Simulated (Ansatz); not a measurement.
Job for Ansatz (an electronic-structure program): U-CCSD(T)/def2-TZVPP on H4MgSi (SMILES [MgH][SiH3]), a point of a bond scan (R = 1.491 Å).

Ansatz 0.2 input:
```yaml
crystal:
  periodic: [false, false, false]
  atoms:
    - {symbol: Mg, position_ang: [-1.27392741, -0.69923846, -0.17849356]}
    - {symbol: H, position_ang: [-2.75463928, -1.51197762, -0.38596026]}
    - {symbol: Si, position_ang: [0.97176783, 0.53338788, 0.13615713]}
    - {symbol: H, position_ang: [1.61305573, 0.24973858, 1.45235735]}
    - {symbol: H, position_ang: [0.83766034, 2.01691253, 0.06363188]}
    - {symbol: H, position_ang: [1.98630247, 0.16875768, -0.89430607]}
basis:
  gaussian:
    orbitals: def2-TZVPP
correlation: {method: ccsd_t, electrons: outside_noble_gas}
scf: {omitted_lower_state_checks: [cluster_reference]}
magnetization: {spin_polarized: true, initial_magnetization: 0}
```

Q: Give the final energy of this run.

A: -491.0685 hartree (reference determinant -490.8491, T1 diagnostic 0.013).

Q: How many basis functions does it have, and what does it roughly cost on one machine?

A: 130 functions; very roughly 12 core-seconds.
